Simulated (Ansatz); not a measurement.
Geometry optimisation, RKS revPBE-D4/def2-SVP in Ansatz.

Input file:

```yaml
crystal:
  periodic: [false, false, false]
  atoms:
    - { symbol: Sn, position_ang: [0.0, 0.0, 0.0] }
    - { symbol: H, position_ang: [0.0, 0.0, 2.09] }
    - { symbol: H, position_ang: [1.6408, 0.0, -0.5794] }
    - { symbol: Cl, position_ang: [-1.1351, 1.9666, -0.8025] }
    - { symbol: H, position_ang: [-0.8195, -1.4198, -0.5794] }
    - { symbol: O, position_ang: [0.8472, 1.9703, 0.7126] }
    - { symbol: H, position_ang: [1.6383, 1.7984, 1.3166] }
    - { symbol: H, position_ang: [0.4203, 0.9774, 1.9402] }
basis:
  gaussian: { orbitals: def2-SVP }
hamiltonian:
  xc: revpbe
  dispersion: d4
relax:
  f_tol: 0.15
  max_steps: 25
  restrain:
    - { distance: [0, 5], at: 3.16, k: 30.0 }
    - { distance: [7, 1], at: 1.86, k: 30.0 }
    - { distance: [0, 1], at: 1.74, k: 30.0 }
    - { distance: [7, 5], at: 1.01, k: 30.0 }
```

Launched with:

```bash
$ ansatz run input.yaml --threads 1 --pin off --max-ram 2048MiB --backend cpu --events-out ev --progress --plain --runs-dir out
```

**Question.** Where does it end, and by what steps?

**Answer.** It converged. The restraints hold the end off the free minimum; the threshold counts their pulls, which the force column leaves out. Restrained pairs: Sn1–O6 (2.26 → 3.16 Å), H2–H8 (1.07 → 1.86 Å), Sn1–H2 (2.09 → 1.74 Å), O6–H8 (1.64 → 0.99 Å). After 9 steps the energy has fallen by 3.237 eV (the restraints' own energy left out); O6 moved furthest, 0.83 Å.

```
step  energy less start (eV)  largest force component (eV/Å)  accepted
   0                  0.0000                           3.901       yes
   1                 -0.3683                           3.855       yes
   2                 -1.3111                           3.832       yes
   3                 -2.2942                           3.590       yes
   4                 -2.9117                           1.977       yes
   5                 -3.1549                           1.207       yes
   6                 -3.2165                           0.708       yes
   7                 -3.2250                           0.489       yes
   8                 -3.2328                           0.452       yes
   9                 -3.2368                           0.476       yes
```

```xyz
8
Properties=species:S:1:pos:R:3
Sn -0.122 -0.193 -0.125
H -0.176 -0.005 1.603
H 1.463 -0.064 -0.786
Cl -1.497 1.510 -1.058
H -0.892 -1.676 -0.581
O 1.196 2.224 1.425
H 2.053 1.826 1.669
H 0.566 1.670 1.951
```

Time of the run: 25 s on 1 thread of Arm Neoverse V2, with other jobs on the host, peak memory 0.12 GiB.
